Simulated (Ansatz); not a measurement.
A structure relaxed at B3LYP-D4/def2-TZVP in Ansatz, charge 0, singlet:

Cartesian coordinates in Å:
```
B -0.064 -0.208 -1.208
As 0.046 0.147 0.853
H 1.396 0.139 1.527
H -0.679 -0.783 1.795
H -0.467 1.459 1.398
H 0.419 -1.304 -1.300
H 0.595 0.692 -1.654
H -1.246 -0.141 -1.412
```

Problem. Give its formula, name or SMILES and point group.

Solution. B(AsH3)H3 (BAsH6). Point group C3v (tolerance 0.1 Å).

Problem. Summarise the bond lengths by kind (pairs closer than 1.2 times the sum of covalent radii, bridged metal pairs left out).

Solution. 1 × As–B 2.09 Å; 3 × B–H 1.20 Å; 3 × As–H 1.51 Å.
